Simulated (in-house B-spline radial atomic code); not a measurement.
# Ionising the niobium ion Nb⁺ with different functionals

Computed with an all-electron radial atomic-structure program (B-spline basis): four-component Dirac-Coulomb Hamiltonian, Fermi nucleus of rms radius 4.324 fm, spin-restricted, spherical fractional occupations for the functionals, and exact exchange of hybrids averaged over the configuration. The ionisation energy is the difference of two self-consistent energies, [Kr] 4d4 → [Kr] 4d3, without Breit or QED terms; ε is the level of the shell that loses the electron (mean over j). The electron is taken from both j subshells in proportion to 2j + 1, so the result is a j average, not the step between ground levels.

| method | rung | ΔSCF (eV) | -ε(4d) (eV) |
| --- | --- | --- | --- |
| B3LYP | global hybrid | 14.01 | 10.41 |
| PBE0 | global hybrid | 13.86 | 10.54 |
| HSE06 | range-separated hybrid | 13.86 | 10.15 |
| LC-wPBE | range-separated hybrid | 13.72 | 13.16 |

Problem. Among the functionals, which spreads more, the ΔSCF values or the orbital energies?

Solution. The orbital energies: ΔSCF values span about 0.29 eV and the orbital energies 3.01 eV; here energy differences depend much less on the functional than eigenvalues do.

Problem. How do they compare with the NIST value?

Solution. NIST lists 14.320 eV (semi-empirical, ground level to ground level). Errors run from -0.60 to -0.31 eV; B3LYP is closest (-0.31 eV), but part of that can be cancellation, since the calculations leave out Breit-QED terms, spin polarisation, the choice among j levels, multiplet and fine-structure energies.
